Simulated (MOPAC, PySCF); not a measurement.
C2H6OSi, SMILES `CC(=O)[SiH3]`, neutral singlet in the gas phase. 

Cartesian coordinates (Å):
SMILES: CC(=O)[SiH3]
```xyz
10

C     -1.4279     0.4251    -0.2005
C     -0.3343    -0.2746     0.5667
O     -0.5506    -0.8612     1.6057
Si     1.4953    -0.2686    -0.0800
H     -2.3848     0.3169     0.3091
H     -1.4906     0.0122    -1.2118
H     -1.1788     1.4845    -0.3132
H      2.3331     0.3707     0.9575
H      1.6303     0.4713    -1.3584
H      1.9058    -1.6763    -0.2714
```
Charge 0, spin multiplicity 1.

All levels are single points at this geometry (B3LYP-D3(BJ)/def2-TZVP); Pople sets use spherical d functions. Orbital energies aren't observables, and empty levels follow the basis.

| level | HOMO (eV) | LUMO (eV) | gap (eV) | dipole (D) | vertical IE, Delta-SCF (eV) |
|---|---|---|---|---|---|
| B3LYP-D3(BJ)/def2-TZVP in PySCF | -6.74 | -1.52 | 5.23 | 2.52 | 9.15 |
| PBE-D3(BJ)/def2-TZVP in PySCF | -5.53 | -2.40 | 3.12 | 2.34 | 8.95 |
| B3LYP/3-21G in PySCF | -6.27 | -0.85 | 5.42 | 2.23 | – |
| B3LYP/6-311+G** in PySCF | -6.80 | -1.56 | 5.24 | 2.65 | – |
| B3LYP/6-31G* in PySCF | -6.44 | -1.09 | 5.35 | 2.36 | 8.99 |
| BP86/6-31G* in PySCF | -5.32 | -2.10 | 3.23 | 2.22 | – |
| M06-2X/6-31G* in PySCF | -8.12 | 0.20 | 8.33 | 2.43 | – |
| PBE/6-31G* in PySCF | -5.21 | -2.01 | 3.20 | 2.20 | 8.80 |
| SVWN5/6-31G* in PySCF | -5.32 | -2.19 | 3.13 | 2.28 | 8.97 |
| HF/6-31G* in PySCF | -10.42 | 3.21 | 13.64 | 2.86 | 8.06 |
| PM3 in MOPAC | -9.58 | 0.06 | 9.64 | 2.36 | – |
| PM6 in MOPAC | -9.21 | -0.19 | 9.02 | 3.15 | – |
| PM7 in MOPAC | -9.63 | 0.54 | 10.16 | 2.86 | – |
